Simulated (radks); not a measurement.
Results of a calculation; reference values are marked as such.
Spherical quantum dot in the effective-mass picture: electrons in a well V = -V0 / (1 + exp((r - R)/a)) with V0 = 8.83, R = 3.84, a = 0.33, all in effective atomic units (hartree* = m*/eps^2 hartree, bohr* = eps/m* bohr), one dielectric constant everywhere. Level of theory: non-relativistic Kohn-Sham, PBEsol, spin-polarised, spherical densities (a radial shooting solver with Libxc functionals). Levels are named by radial order and angular momentum (1s, 1p, 1d, 2s, ...), and open shells are averaged over m. Results are scaled to m* = 0.062 and eps = 15.4, for which hartree* = 7.114 meV and bohr* = 13.14 nm.

N = 10, configuration 1s2 1p6 1d(up 2, down 0). This is the lowest configuration that the search found. Occupied and some empty levels:

level    occupation  eigenvalue (meV)  <r> (nm)
1s up             1           -34.386     29.06
1s down           1           -34.142     28.79
1p up             3           -32.551     31.74
1p down           3           -32.265     31.62
1d up             2           -29.785     33.80
1d down           0           -29.475     33.74
2s up             0           -26.406     24.58
2s down           0           -26.283     24.63
1f up             0           -26.266     35.50
1f down           0           -25.942     35.48
2p up             0           -22.120     28.48
2p down           0           -21.951     28.48

Energy (meV): total -449.150, kinetic 44.064, external -602.32, Hartree 134.15, exchange-correlation -25.045.
